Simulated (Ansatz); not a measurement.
`OC([SiH3])[AsH2]` and `OC[AsH2]` differ in one atom or group.

Ansatz, PBE0-D4/def2-TZVP geometries, multiplicity 1. Each molecule was computed in one conformer, which needn't be the lowest.

Scalar relativity is left out up to krypton.

```csv
property,`OC([SiH3])[AsH2]`
HOMO energy (ωB97M-V/def2-TZVPP) / eV,-9.32
size of the dipole moment (ωB97M-V/def2-TZVPP) / D,1.40
HOMO energy (PBE/def2-TZVPP) / eV,-6.08
HOMO–LUMO gap (ωB97M-V/def2-TZVPP) / eV,10.77
HOMO–LUMO gap (B3LYP/def2-TZVPP) / eV,6.53
LUMO energy (PBE0/def2-TZVPP) / eV,-0.23
```

(1) What does the change do to each property? (An estimate is asked.)

Results:

(1) Computed: 
| property | `OC[AsH2]` | shift |
| --- | --- | --- |
| HOMO energy (ωB97M-V/def2-TZVPP) / eV | -9.29 | 0.03 |
| size of the dipole moment (ωB97M-V/def2-TZVPP) / D | 1.51 | 0.11 |
| HOMO energy (PBE/def2-TZVPP) / eV | -5.86 | 0.22 |
| HOMO–LUMO gap (ωB97M-V/def2-TZVPP) / eV | 11.06 | 0.29 |
| HOMO–LUMO gap (B3LYP/def2-TZVPP) / eV | 6.74 | 0.21 |
| LUMO energy (PBE0/def2-TZVPP) / eV | 0.12 | 0.35 |

With PBE0 the HOMO rises by 0.10 eV and the LUMO rises by 0.35 eV, so the gap widens by about 0.25 eV. PBE moves the HOMO by 0.22 eV and ωB97M-V by 0.03 eV. Dipoles are sizes alone; their direction can turn.

B3LYP here is the variant with VWN-RPA as its local correlation; programs differ in this.
